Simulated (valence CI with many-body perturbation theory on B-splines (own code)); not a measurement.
**Energy levels of Kr⁴⁺**

Level of theory: relativistic CI+MBPT: four valence electrons over a frozen Dirac-Fock core [Ar] 3d10, radial functions for each j: 11 s, 11 p, 10 d, 8 f, 5 g, 2 h, with the one-electron correlation potential Σ1 (screened to all orders), the two-electron term Σ2, the three-electron term Σ3, Breit, model QED; selected single and double excitations, second order for the rest, scaled by the run's own slope (own B-spline code, finite nucleus).

Against 34 measured levels this calculation errs by 137 cm⁻¹ on average and by 790 at most. These come from a selection out of Saloman, J. Phys. Chem. Ref. Data 36, 215 (2007). Levels without a partner in it may be off by more. Among the levels kept, up to 1200 cm⁻¹ of a level comes from second order outside the variational space, and about a tenth of that is noise between levels of different J, which matters for small intervals. 7 measured levels below the end of the list, from 289998 cm⁻¹ on, found no clear computed partner, and computed levels of the same name lie up to 46756 cm⁻¹ from them.

Levels 46 to 90 of 177, with energies above the lowest level, 4s2 4p2 3P_0. "Leading %" is the weight of the configuration and term that name the level; weights of strongly mixed levels are sums over their largest components and can fall short. In the jj column 3d3/2^4 stands for four electrons in 3d with j = 3/2. Lifetimes count E1, E2, E3, M1 and M2 decay at the calculated energies, and are blank where another channel may lead or the interval is too uncertain; long ones can be off by a factor of two.

```csv
No.,Configuration,Term,J,E (cm⁻¹),Leading %,Lifetime,Leading jj,Second component
46,4s 4p2 4d,5F,4,291920,92,83.9 ns,4s 4p1/2 4p3/2 4d5/2 (65 %),5 % 4s 4p2 4d 5D
47,4s2 4p 5p,3S,1,293570,82,433 ps,4s^2 4p3/2 5p3/2 (49 %),9 % 4s2 4p 5p 3P
48,4s 4p2 4d,5F,5,294660,97,665 ns,4s 4p3/2^2 4d5/2 (56 %),
49,4s2 4p 5p,1D,2,296490,81,523 ps,4s^2 4p3/2 5p3/2 (63 %),11 % 4s2 4p 5p 3P
50,4s 4p2 4d,5D,0,296560,97,8.04 ns,4s 4p1/2 4p3/2 4d3/2 (81 %),
51,4s 4p2 4d,5D,1,296820,95,4.15 ns,4s 4p1/2 4p3/2 4d3/2 (62 %),
52,4s 4p2 4d,5D,2,297280,92,2.27 ns,4s 4p1/2 4p3/2 4d3/2 (38 %),
53,4s 4p2 4d,5D,3,297980,87,1.69 ns,4s 4p1/2 4p3/2 4d3/2 (23 %),6 % 4s 4p2 4d 5F
54,4s 4p2 4d,5D,4,299220,87,106 ns,4s 4p1/2 4p3/2 4d5/2 (51 %),6 % 4s 4p2 4d 3F
55,4s2 4p 5p,1S,0,304960,85,658 ps,4s^2 4p3/2 5p3/2 (78 %),5 % 4s2 4p 5p 3P
56,4s 4p2 4d,3F,2,306110,90,1.24 ns,4s 4p1/2 4p3/2 4d5/2 (37 %),4 % 4s2 4d2 3F
57,4s 4p2 4d,3F,3,308130,87,1.30 ns,4s 4p1/2 4p3/2 4d5/2 (34 %),4 % 4s2 4d2 3F
58,4s 4p2 4d,3F,4,311170,83,1.88 ns,4s 4p3/2^2 4d5/2 (61 %),6 % 4s 4p2 4d 5D
59,4s 4p2 4d,5P,3,313870,94,32.1 ps,4s 4p1/2 4p3/2 4d5/2 (48 %),
60,4s 4p2 4d,5P,2,315440,95,31.3 ps,4s 4p1/2 4p3/2 4d3/2 (32 %),
61,4s 4p2 4d,5P,1,316360,96,30.7 ps,4s 4p3/2^2 4d3/2 (44 %),
62,4p4,1S,0,316600,56,334 ps,4p1/2^2 4p3/2^2 (35 %),28 % 4s 4p2 4d 1S
63,4s 4p2 4d,3G,3,320750,46,1.21 ns,4s^2 4p1/2 4f5/2 (45 %),38 % 4s2 4p 4f 3G
64,4s 4p2 4d,3G,4,322510,50,1.16 ns,4s^2 4p1/2 4f7/2 (30 %),37 % 4s2 4p 4f 3G
65,4s 4p2 4d,3P,2,323390,66,53.9 ps,4s 4p1/2 4p3/2 4d5/2 (41 %),25 % 4p4 3P
66,4s 4p2 4d,3G,5,324940,60,4.38 ns,4s^2 4p3/2 4f7/2 (34 %),34 % 4s2 4p 4f 3G
67,4s2 4p 4f,1F,3,326880,46,307 ps,4s^2 4p1/2 4f7/2 (45 %),19 % 4s 4p2 4d 1F
68,4s 4p2 4d,3P,1,327230,65,52.5 ps,4p1/2 4p3/2^3 (25 %),25 % 4p4 3P
69,4s2 4p 4f,3F,2,329480,68,140 ps,4s^2 4p1/2 4f5/2 (63 %),14 % 4s 4p2 4d 3F
70,4s 4p2 4d,3P,0,329810,64,52.8 ps,4s 4p3/2^2 4d5/2 (33 %),26 % 4p4 3P
71,4s2 4p 4f,3F,3,331270,51,144 ps,4s^2 4p3/2 4f5/2 (45 %),11 % 4s2 4p 4f 1F
72,4s2 4p 4f,3F,4,332330,70,119 ps,4s^2 4p3/2 4f7/2 (42 %),14 % 4s 4p2 4d 3F
73,4s 4p2 4d,3D,3,335910,58,58.6 ps,4s 4p1/2 4p3/2 4d5/2 (34 %),22 % 4s2 4p 4f 3D
74,4s 4p2 4d,3D,2,335930,81,58.1 ps,4s 4p1/2 4p3/2 4d5/2 (29 %),6 % 4s2 4p 4f 3D
75,4s 4p2 4d,3D,1,336050,89,63.1 ps,4s 4p1/2 4p3/2 4d5/2 (40 %),
76,4s 4p2 4d,1G,4,336270,53,970 ps,4s 4p1/2 4p3/2 4d5/2 (33 %),21 % 4s2 4p 4f 1G
77,4s 4p2 4d,3D,3,339860,43,176 ps,4s^2 4p3/2 4f7/2 (35 %),39 % 4s2 4p 4f 3D
78,4s2 4p 4f,3D,2,339870,56,204 ps,4s^2 4p3/2 4f5/2 (54 %),15 % 4s 4p2 4d 3D
79,4s2 4p 4f,3D,1,341130,72,267 ps,4s^2 4p3/2 4f5/2 (72 %),22 % 4s 4p2 4d 3D
80,4s 4p2 4d,3F,2,344470,71,42.9 ps,4s 4p1/2 4p3/2 4d3/2 (28 %),6 % 4s2 4d2 3F
81,4s 4p2 5s,5P,1,344960,95,257 ps,4s 4p1/2^2 5s (47 %),
82,4s2 4p 4f,1D,2,345120,70,142 ps,4s^2 4p3/2 4f7/2 (62 %),4 % 4s2 4p 4f 3D
83,4s2 4p 4f,1G,4,345480,45,86.7 ps,4s 4p1/2 4p3/2 4d5/2 (25 %),24 % 4s 4p2 4d 3F
84,4s 4p2 4d,3F,3,345730,66,42.3 ps,4s 4p1/2 4p3/2 4d5/2 (50 %),13 % 4s 4p2 4d 1F
85,4s2 4p 5d,3F°,2,345730,64,430 ps,4s^2 4p1/2 5d3/2 (94 %),28 % 4s2 4p 5d 1D°
86,4s2 4p 5d,3D°,2,347600,39,315 ps,4s^2 4p1/2 5d5/2 (90 %),26 % 4s2 4p 5d 3P°
87,4s 4p2 4d,1F,3,347800,29,47.6 ps,4s 4p1/2 4p3/2 4d3/2 (40 %),16 % 4s2 4p 4f 3G
88,4s2 4p 5d,3F°,3,347830,61,361 ps,4s^2 4p1/2 5d5/2 (88 %),24 % 4s2 4p 5d 3D°
89,4s 4p2 5s,5P,2,348070,95,252 ps,4s 4p1/2 4p3/2 5s (87 %),
90,4s2 4p 5d,3D°,1,348640,73,250 ps,4s^2 4p1/2 5d3/2 (86 %),12 % 4s2 4p 5d 3P°
```

Names give the largest LS component (configuration and term), which can be under half, so a name can repeat, a term be missing and a line seem to break the LS rules; names also repeat where a configuration has a term twice.

Where two levels of one J and parity lie close, their mixing, g and order are uncertain.
